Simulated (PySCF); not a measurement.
F2Sc (SMILES [F][Sc+][F]), charge +1, singlet, at a GFN2-xTB geometry (such geometries of metal compounds can be far from the true shape) (the multiplicity is a formal guess); REVPBE/6-31G** (PySCF).

Here is a job for PySCF.
```python
from pyscf import gto, scf, dft

mol = gto.Mole()
mol.atom = '''
    Sc    0.28637598    0.13181402    0.09608983
    F    -0.53787985    1.05786481   -1.16690985
    F    -0.13033078   -1.36543086    0.94270025
'''
mol.basis = '6-31g**'
mol.charge = 1
mol.verbose = 4
mol.build()

mf = dft.RKS(mol)
mf.xc = 'revpbe'
mf.grids.atom_grid = (99, 590)
mf.grids.prune = None
mf.kernel()
```

Q: What does PySCF print? Leave out banner, timings and long lists.

A: 
```
PySCF version 2.14.0

[INPUT] verbose = 4
[INPUT] num. atoms = 3
[INPUT] num. electrons = 38
[INPUT] charge = 1
[INPUT] spin (= nelec alpha-beta = 2S) = 0
[INPUT] symmetry False subgroup None
[INPUT] Mole.unit = angstrom
[INPUT] Symbol           X                Y                Z      unit          X                Y                Z       unit  Magmom
[INPUT]  1 Sc     0.286375980000   0.131814020000   0.096089830000 AA    0.541172170854   0.249092397178   0.181583462056 Bohr   0.0
[INPUT]  2 F     -0.537879850000   1.057864810000  -1.166909850000 AA   -1.016445604422   1.999074767715  -2.205140028557 Bohr   0.0
[INPUT]  3 F     -0.130330780000  -1.365430860000   0.942700250000 AA   -0.246289479801  -2.580290367429   1.781445290059 Bohr   0.0

nuclear repulsion = 126.259417070685
number of shells = 24
number of NR pGTOs = 151
number of NR cGTOs = 62
basis = 6-31g**
ecp = {}

******** <class 'pyscf.dft.rks.RKS'> ********
method = RKS
initial guess = minao
damping factor = 0
level_shift factor = 0
DIIS = <class 'pyscf.scf.diis.CDIIS'>
diis_start_cycle = 1
diis_space = 8
diis_damp = 0
SCF conv_tol = 1e-09
SCF conv_tol_grad = None
SCF max_cycles = 50
direct_scf = True
direct_scf_tol = 1e-13
XC library pyscf.dft.libxc version 7.1.2
    S. Lehtola, C. Steigemann, M. J. T. Oliveira, and M. A. L. Marques,  SoftwareX 7, 1–5 (2018)
XC functionals = revpbe
    Y. Zhang and W. Yang,  Phys. Rev. Lett. 80, 890 (1998)
    J. P. Perdew, K. Burke, and M. Ernzerhof,  Phys. Rev. Lett. 77, 3865 (1996)
    J. P. Perdew, K. Burke, and M. Ernzerhof,  Phys. Rev. Lett. 78, 1396 (1997)
radial grids:
    Treutler-Ahlrichs [JCP 102, 346 (1995); DOI:10.1063/1.469408] (M4) radial grids

becke partition: Becke, JCP 88, 2547 (1988); DOI:10.1063/1.454033
pruning grids: None
grids dens level: 3
symmetrized grids: False
atomic radii adjust function: <function treutler_atomic_radii_adjust>
User specified grid scheme (99, 590)
small_rho_cutoff = 0
Set gradient conv threshold to 3.16228e-05
Initial guess from minao.
tot grids = 175232
init E= -960.069315701407
  HOMO = -0.554468710838193  LUMO = -0.38258136635414  gap/eV = 4.67729
cycle= 1 E= -959.978823381106  delta_E= 0.0905  |g|= 0.565  |ddm|= 2.18
  HOMO = -0.482325449654656  LUMO = -0.291656150550946  gap/eV = 5.18838
cycle= 2 E= -960.013878608353  delta_E= -0.0351  |g|= 0.401  |ddm|= 0.772
  HOMO = -0.54829027813139  LUMO = -0.369917511503213  gap/eV = 4.85377
cycle= 3 E= -960.049560421678  delta_E= -0.0357  |g|= 0.0663  |ddm|= 0.339
  HOMO = -0.553277264406197  LUMO = -0.362975195452403  gap/eV = 5.17838
cycle= 4 E= -960.050034084325  delta_E= -0.000474  |g|= 0.048  |ddm|= 0.0656
  HOMO = -0.551112069476031  LUMO = -0.365363688096606  gap/eV = 5.05447
cycle= 5 E= -960.050496651713  delta_E= -0.000463  |g|= 0.00314  |ddm|= 0.0287
  HOMO = -0.551165635114385  LUMO = -0.365171251573688  gap/eV = 5.06116
cycle= 6 E= -960.050498435226  delta_E= -1.78e-06  |g|= 0.000889  |ddm|= 0.00271
  HOMO = -0.551145067531447  LUMO = -0.365233203658913  gap/eV = 5.05892
cycle= 7 E= -960.050498616191  delta_E= -1.81e-07  |g|= 5.02e-05  |ddm|= 0.000643
  HOMO = -0.551145226589423  LUMO = -0.365240583924596  gap/eV = 5.05872
cycle= 8 E= -960.050498616713  delta_E= -5.22e-10  |g|= 1.9e-05  |ddm|= 4.47e-05
  HOMO = -0.55114781846355  LUMO = -0.365237694100928  gap/eV = 5.05887
Extra cycle  E= -960.050498615975  delta_E= 7.38e-10  |g|= 6.44e-05  |ddm|= 4.83e-05
converged SCF energy = -960.050498615975
```
